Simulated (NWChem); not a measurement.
System: CH₇ClSi₂; SMILES [SiH3]C[SiH2]Cl

```xyz
11

Si     0.5581     2.0416     0.0785
C     -0.8127     0.9206    -0.5800
Si    -0.9679    -0.7586     0.2228
Cl     0.8762    -1.7151     0.2074
H      1.8993     1.5259    -0.3210
H      0.4879     2.1146     1.5702
H      0.3900     3.4214    -0.4722
H     -0.6695     0.7896    -1.6663
H     -1.7817     1.4349    -0.4448
H     -1.3949    -0.6251     1.6445
H     -1.9306    -1.6301    -0.5093
```
Atoms are numbered in this order, from 1.

The geometry was optimised at PBE0/def2-SVP.

Question: Give the principal values of the shielding tensors (ppm) of Si1, C2, Si3, Cl4 from PBE/pcSseg-1, GIAO (NWChem), with their diamagnetic and paramagnetic parts as GIAO splits them.

Answer: 
```
atom    σ11    σ22     σ33  isotropic  diamagnetic  paramagnetic
----  -----  -----  ------  ---------  -----------  ------------
Si1   383.0  390.9   450.1      408.0        881.4        -473.4
C2    172.5  184.3   200.5      185.8        257.7         -72.0
Si3   278.7  341.3   389.7      336.6        881.0        -544.4
Cl4   927.3  958.4  1015.8      967.2       1148.7        -181.5
```
